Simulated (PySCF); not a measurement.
C2Cl4F2.
SMILES with atom numbers: `[F:1][C:2]([Cl:3])([Cl:4])[C:5]([F:6])([Cl:7])[Cl:8]`

Structure optimised with GFN2-xTB, isolated species.

**Question.** Give the optimised bond lengths and angles.

**Answer.** 
| bond | length (bohr) |
| --- | --- |
| F1–C2, C5–F6 | 2.543 |
| C2–Cl3 and 3 like bonds | 3.345 |
| C2–C5 | 2.911 |

Bonds in one row agree within 0.02 bohr and their mean is given. A selection of angles:
| angle | degrees |
| --- | --- |
| F1–C2–Cl3 | 108.4 |
| F1–C2–Cl4 | 108.7 |
| F1–C2–C5 | 109.5 |
| Cl3–C2–Cl4 | 110.8 |
| Cl3–C2–C5 | 109.7 |

Torsions: F1–C2–C5–F6 62° (synclinal). The mirror-image conformer, all signs reversed, is as good.

Point group: C2 (every atom within 0.08 Å of its image). GFN2-xTB frequencies: not computed here. One conformer, not necessarily the lowest.
